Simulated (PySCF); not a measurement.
**Dipole response of Br⁺ (bromine, charge +1)**

[Ar] 3d10 4s2 4p4, high-spin 3P determinant. Computed with PySCF 2.14 in aug-cc-pVQZ-DK (8s7p5d3f2g, 93 functions), with the spin-free X2C one-electron Hamiltonian (Gaussian nucleus). Coupled (time-dependent) response in atomic units; α is the mean over directions.

| method | mean α (bohr³) | α xx, yy, zz | C₆ (like pair) | S(−4) |
| --- | --- | --- | --- | --- |
| LC-wPBE | 12.29 | 11.99, 12.89, 11.99 | 75.49 | 31.36 |

S(−4) is the Cauchy moment in α(ω) = α(0) + S(−4) ω² + …

Spin-orbit coupling is absent.

α(iu) at LC-wPBE:

```csv
u (hartree),α(iu) (bohr³)
0,12.29
0.0500,12.21
0.100,11.98
0.200,11.16
0.300,10.05
0.500,7.703
0.750,5.390
1.00,3.859
1.50,2.202
2.00,1.420
3.00,0.7471
5.00,0.3271
```

A single London oscillator, α(iu) = α/(1 + u²/ω²), gives C₆ = (3/4) ω α². Matching the computed C₆ needs ω = 4 × 75.49 / (3 × 12.29²) = 0.666 hartree.

For an ion, C₆ is the dispersion term alone; charge-induced terms of lower order in 1/R come first.

The components differ because the open shell of this determinant is not spherical; for a pure term their mean is the scalar polarisability.
